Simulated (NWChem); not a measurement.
System: C3H10Si; SMILES CCC[SiH3]

Excerpt of the output:

```
             Northwest Computational Chemistry Package (NWChem) 7.3.0
             --------------------------------------------------------

                             Geometry "geometry" -> ""
                             -------------------------

 Output coordinates in angstroms (scale by  1.889725989 to convert to a.u.)

  No.       Tag          Charge          X              Y              Z
 ---- ---------------- ---------- -------------- -------------- --------------
    1 Si                  14.0000     0.06583900     1.78013500    -0.00071300
    2 C                    6.0000    -0.58701200     0.00948500    -0.00121000
    3 C                    6.0000     0.49377800    -1.07212800     0.00151300
    4 C                    6.0000    -0.06724900    -2.48710000     0.00043400
    5 H                    1.0000    -1.06552400     2.75945100    -0.00371000
    6 H                    1.0000     0.91162400     2.03219300    -1.21046300
    7 H                    1.0000     0.90652300     2.03368100     1.21226900
    8 H                    1.0000    -1.24248800    -0.10817800    -0.88310700
    9 H                    1.0000    -1.24648600    -0.10759800     0.87778100
   10 H                    1.0000     1.15108100    -0.93862000    -0.87590600
   11 H                    1.0000     1.14691000    -0.93838500     0.88198800
   12 H                    1.0000    -0.69555100    -2.66776300     0.88758100
   13 H                    1.0000     0.73505800    -3.24117000     0.00102100
   14 H                    1.0000    -0.69370800    -2.66708800    -0.88816600

 Effective nuclear repulsion energy (a.u.)     166.8147517698

                                 NWChem DFT Module
                                 -----------------

 Summary of "ao basis" -> "ao basis" (spherical)
 ------------------------------------------------------------------------------
       Tag                 Description            Shells   Functions and Types
 ---------------- ------------------------------  ------  ---------------------
 Si                         def2-svp                 8       18   4s3p1d
 C                          def2-svp                 6       14   3s2p1d
 H                          def2-svp                 3        5   2s1p

            General Information
            -------------------
          SCF calculation type: DFT
          Wavefunction type:  closed shell.
          No. of atoms     :    14
          No. of electrons :    42
           Alpha electrons :    21
            Beta electrons :    21
          Charge           :     0
          Spin multiplicity:     1
          Use of symmetry is: off; symmetry adaption is: off
          Maximum number of iterations: 150
          AO basis - number of functions:   110
                     number of shells:    56
          Convergence on energy requested:  1.00D-06
          Convergence on density requested:  1.00D-05
          Convergence on gradient requested:  5.00D-04

              XC Information
              --------------
                         B3LYP Method XC Potential
                     Hartree-Fock (Exact) Exchange  0.200
                        Slater Exchange Functional  0.800 local
                    Becke 1988 Exchange Functional  0.720 non-local
              Lee-Yang-Parr Correlation Functional  0.810
                  VWN I RPA Correlation Functional  0.190 local

             Grid Information
             ----------------
          Grid used for XC integration:  medium
          Radial quadrature: Mura-Knowles
          Angular quadrature: Lebedev.
          Tag              B.-S. Rad. Rad. Pts. Rad. Cut. Ang. Pts.
          ---              ---------- --------- --------- ---------
          Si                  1.10       88          12.0       590
          C                   0.70       49          13.0       434
          H                   0.35       45          14.0       434
          Grid pruning is: on
          Number of quadrature shells:   685
          Spatial weights used:  Erf1

      Superposition of Atomic Density Guess
      -------------------------------------

 Sum of atomic energies:        -406.60576600

      Non-variational initial energy
      ------------------------------

 Total energy =    -409.170520
 1-e energy   =    -887.350521
 2-e energy   =     311.365249
 HOMO         =      -0.358037
 LUMO         =       0.074134

     ---------------------------------------------
      Total Density - Mulliken Population Analysis
     ---------------------------------------------

    Atom       Charge   Shell Charges
 -----------   ------   -------------------------------------------------------
    1 Si  14    13.57   2.00  1.99  1.00  0.28  5.94  1.13  1.09  0.14
    2 C    6     6.48   1.99  0.97  0.27  2.06  1.17  0.02
    3 C    6     6.20   1.99  0.96  0.21  1.98  1.03  0.04
    4 C    6     6.26   1.99  0.96  0.19  2.05  1.04  0.02
    5 H    1     1.07   0.70  0.37  0.01
    6 H    1     1.08   0.70  0.37  0.01
    7 H    1     1.08   0.70  0.37  0.01
    8 H    1     0.88   0.66  0.19  0.03
    9 H    1     0.88   0.66  0.19  0.03
   10 H    1     0.90   0.68  0.20  0.02
   11 H    1     0.90   0.68  0.20  0.02
   12 H    1     0.90   0.67  0.20  0.02
   13 H    1     0.90   0.67  0.20  0.02
   14 H    1     0.90   0.67  0.20  0.02

   convergence    iter        energy       DeltaE   RMS-Dens  Diis-err
 ---------------- ----- ----------------- --------- --------- ---------
 d= 0,ls=0.0,diis     1   -409.6396474243 -5.76D+02  5.70D-03  2.75D-01
 d= 0,ls=0.0,diis     2   -409.6731139635 -3.35D-02  1.80D-03  1.65D-02
 d= 0,ls=0.0,diis     3   -409.6738305926 -7.17D-04  8.24D-04  1.35D-02
 d= 0,ls=0.0,diis     4   -409.6756667673 -1.84D-03  1.59D-04  2.61D-04
 d= 0,ls=0.0,diis     5   -409.6757043520 -3.76D-05  3.75D-05  1.63D-05
  Resetting Diis
 d= 0,ls=0.0,diis     6   -409.6757064845 -2.13D-06  9.17D-06  1.70D-06
 d= 0,ls=0.0,diis     7   -409.6757066999 -2.15D-07  3.42D-06  6.74D-08

         Total DFT energy =     -409.675706699867
      One electron energy =     -891.873577218762
           Coulomb energy =      356.299538257744
    Exchange-Corr. energy =      -40.916419508676
 Nuclear repulsion energy =      166.814751769827

 Numeric. integr. density =       42.000023328085

                       DFT Final Molecular Orbital Analysis
                       ------------------------------------

 Vector   19  Occ=2.000000D+00  E=-3.309599D-01
              MO Center= -1.7D-01,  1.3D+00, -9.1D-04, r^2= 4.7D+00
   Bfn.  Coefficient  Atom+Function         Bfn.  Coefficient  Atom+Function
  ----- ------------  ---------------      ----- ------------  ---------------
    61      0.317598   5 H  s                 8     -0.221265   1 Si px
    22      0.203640   2 C  px               62      0.188231   5 H  s
    36     -0.173477   3 C  px               66     -0.164804   6 H  s
    71     -0.165004   7 H  s                11     -0.161576   1 Si px
     5      0.126422   1 Si px              101      0.114079  13 H  s

 Vector   20  Occ=2.000000D+00  E=-3.295669D-01
              MO Center=  2.7D-01,  5.9D-01,  1.6D-04, r^2= 4.6D+00
   Bfn.  Coefficient  Atom+Function         Bfn.  Coefficient  Atom+Function
  ----- ------------  ---------------      ----- ------------  ---------------
    66      0.237548   6 H  s                71     -0.237437   7 H  s
    24      0.211858   2 C  pz               38     -0.194872   3 C  pz
    10     -0.191902   1 Si pz               76     -0.185555   8 H  s
    81      0.185667   9 H  s                86      0.172785  10 H  s
    91     -0.172690  11 H  s                67      0.155353   6 H  s

 Vector   21  Occ=2.000000D+00  E=-3.039763D-01
              MO Center= -2.0D-01,  1.7D-01, -5.7D-04, r^2= 3.6D+00
   Bfn.  Coefficient  Atom+Function         Bfn.  Coefficient  Atom+Function
  ----- ------------  ---------------      ----- ------------  ---------------
    23      0.363225   2 C  py                9     -0.257526   1 Si py
    51      0.228102   4 C  py               37     -0.204783   3 C  py
    26      0.202299   2 C  py               12     -0.167317   1 Si py
    22      0.154853   2 C  px                6      0.141569   1 Si py
    61     -0.116462   5 H  s               101     -0.111842  13 H  s

 Vector   22  Occ=0.000000D+00  E= 3.617154D-02
              MO Center= -1.5D-02,  6.8D-01, -3.8D-04, r^2= 6.9D+00
   Bfn.  Coefficient  Atom+Function         Bfn.  Coefficient  Atom+Function
  ----- ------------  ---------------      ----- ------------  ---------------
    21      1.602496   2 C  s                12      1.038002   1 Si py
    35      0.759533   3 C  s                49      0.582507   4 C  s
    77     -0.575586   8 H  s                82     -0.575596   9 H  s
    87     -0.499949  10 H  s                92     -0.499858  11 H  s
    62     -0.355121   5 H  s                11      0.345399   1 Si px

 Vector   23  Occ=0.000000D+00  E= 6.529061D-02
              MO Center=  1.5D-01,  1.5D+00, -2.8D-04, r^2= 4.4D+00
   Bfn.  Coefficient  Atom+Function         Bfn.  Coefficient  Atom+Function
  ----- ------------  ---------------      ----- ------------  ---------------
    11      1.425514   1 Si px               62      1.126560   5 H  s
    35     -0.868110   3 C  s                67     -0.633787   6 H  s
    72     -0.632353   7 H  s                21      0.517304   2 C  s
    49      0.344933   4 C  s                54      0.295065   4 C  py
    12     -0.248358   1 Si py               87      0.233767  10 H  s

 Vector   24  Occ=0.000000D+00  E= 7.035091D-02
              MO Center= -1.6D-02,  1.8D+00, -1.1D-03, r^2= 4.0D+00
   Bfn.  Coefficient  Atom+Function         Bfn.  Coefficient  Atom+Function
  ----- ------------  ---------------      ----- ------------  ---------------
    13      1.584265   1 Si pz               67      1.118557   6 H  s
    72     -1.120034   7 H  s                10      0.234314   1 Si pz
    66      0.158518   6 H  s                71     -0.158782   7 H  s
    27     -0.150915   2 C  pz              107      0.148394  14 H  s
    97     -0.146096  12 H  s                17      0.144703   1 Si d  1

     ---------------------------------------------
      Total Density - Mulliken Population Analysis
     ---------------------------------------------

    Atom       Charge   Shell Charges
 -----------   ------   -------------------------------------------------------
    1 Si  14    13.59   2.00  1.98  1.05  0.20  5.93  1.31  0.95  0.18
    2 C    6     6.22   1.99  0.92  0.21  2.13  0.95  0.03
    3 C    6     6.01   1.98  0.92  0.12  2.12  0.83  0.04
    4 C    6     5.99   1.98  0.91  0.10  2.12  0.85  0.03
    5 H    1     1.10   0.74  0.34  0.01
    6 H    1     1.10   0.74  0.35  0.01
    7 H    1     1.10   0.74  0.35  0.01
    8 H    1     0.97   0.74  0.20  0.02
    9 H    1     0.97   0.74  0.20  0.02
   10 H    1     0.99   0.75  0.21  0.02
   11 H    1     0.99   0.75  0.21  0.02
   12 H    1     0.99   0.75  0.22  0.02
   13 H    1     0.99   0.75  0.22  0.02
   14 H    1     0.99   0.75  0.22  0.02

     -------------------------------------------
      Total Density - Lowdin Population Analysis
     -------------------------------------------

    Atom       Charge   Shell Charges
 -----------   ------   -------------------------------------------------------
    1 Si  14    13.54   2.00  1.93  0.67  0.34  5.82  1.32  1.20  0.27
    2 C    6     6.21   1.96  0.60  0.32  1.92  1.33  0.06
    3 C    6     6.04   1.96  0.58  0.29  1.92  1.20  0.09
    4 C    6     6.06   1.96  0.58  0.30  1.90  1.24  0.07
    5 H    1     1.10   0.65  0.43  0.02
    6 H    1     1.10   0.65  0.43  0.02
    7 H    1     1.10   0.65  0.43  0.02
    8 H    1     0.97   0.63  0.27  0.07
    9 H    1     0.97   0.63  0.27  0.07
   10 H    1     0.98   0.65  0.27  0.06
   11 H    1     0.98   0.65  0.27  0.06
   12 H    1     0.98   0.64  0.27  0.06
   13 H    1     0.98   0.64  0.27  0.06
   14 H    1     0.98   0.64  0.27  0.06

     Multipole analysis of the density
     ---------------------------------

     L   x y z        total         alpha         beta         nuclear
     -   - - -        -----         -----         ----         -------
     0   0 0 0     -0.000000    -21.000000    -21.000000     42.000000

     1   1 0 0     -0.096714      0.077983      0.077983     -0.252681
     1   0 1 0     -0.320529      0.047648      0.047648     -0.415825
     1   0 0 1     -0.000008      0.005922      0.005922     -0.011852

     2   2 0 0    -27.216829    -37.980268    -37.980268     48.743706
     2   1 1 0     -0.284542      0.526115      0.526115     -1.336773
     2   1 0 1     -0.000439     -0.023928     -0.023928      0.047418
     2   0 2 0    -28.678653   -247.844452   -247.844452    467.010252
     2   0 1 1     -0.000035      0.081358      0.081358     -0.162752
     2   0 0 2    -26.997936    -27.081498    -27.081498     27.165061

                     NWChem Electrostatic Potential Fit Module
                     -----------------------------------------

 Atom parameters

 Number of atoms is                                   14
 Number of basis functions is                        110

 Grid parameters

 Maximum number of grid points is                  50891
 Number of grid points is                          50890
 Grid range                                     0.300000 nm
 Grid spacing                                   0.020000 nm
 Probe radius                                   0.070000 nm
 Atom radius factor                             1.000000

 Atomic radii

    1    0.100000
    6    0.147000
   14    0.187000
 FASTESP  F
  using M.O. file = ./job.movecs

    Atom              Coordinates                           Charge

                                                  ESP

    1 Si    0.006584    0.178014   -0.000071    0.353959
    2 C    -0.058701    0.000949   -0.000121   -0.051154
    3 C     0.049378   -0.107213    0.000151    0.245474
    4 C    -0.006725   -0.248710    0.000043   -0.112422
    5 H    -0.106552    0.275945   -0.000371   -0.114922
    6 H     0.091162    0.203219   -0.121046   -0.118552
    7 H     0.090652    0.203368    0.121227   -0.118038
    8 H    -0.124249   -0.010818   -0.088311   -0.000740
    9 H    -0.124649   -0.010760    0.087778   -0.000790
   10 H     0.115108   -0.093862   -0.087591   -0.060251
   11 H     0.114691   -0.093839    0.088199   -0.061447
   12 H    -0.069555   -0.266776    0.088758    0.011142
   13 H     0.073506   -0.324117    0.000102    0.016400
   14 H    -0.069371   -0.266709   -0.088817    0.011342
                                            ------------
                                                0.000000

 Dipole moment                                  0.301467

 Quadrupole moment Qxx                          1.395537
                   Qyy                         -2.514707
                   Qzz                          1.119170

 RMS deviation kJ/mol                           0.050363

 RRMS %                                        63.721521
```

Level: B3LYP/def2-SVP. Coordinates come from a PBE0/def2-SVP optimisation. No frequency run checked for a minimum. B3LYP is NWChem's, with the RPA form of VWN correlation.

Task: Write an input that gives this output.

Result: Several could match; the one computed here: the input that was run:
```
start job
memory heap 200 mb stack 900 mb global 1100 mb
geometry units angstroms noautosym nocenter noautoz
  Si     0.065839     1.780135    -0.000713
  C     -0.587012     0.009485    -0.001210
  C      0.493778    -1.072128     0.001513
  C     -0.067249    -2.487100     0.000434
  H     -1.065524     2.759451    -0.003710
  H      0.911624     2.032193    -1.210463
  H      0.906523     2.033681     1.212269
  H     -1.242488    -0.108178    -0.883107
  H     -1.246486    -0.107598     0.877781
  H      1.151081    -0.938620    -0.875906
  H      1.146910    -0.938385     0.881988
  H     -0.695551    -2.667763     0.887581
  H      0.735058    -3.241170     0.001021
  H     -0.693708    -2.667088    -0.888166
end
basis spherical
  * library def2-svp
end
dft
  xc b3lyp
  iterations 150
  mulliken
end
task dft energy
esp
  recalculate
  probe 0.07
  range 0.3
  factor 1.0
  spacing 0.02
end
task esp
```
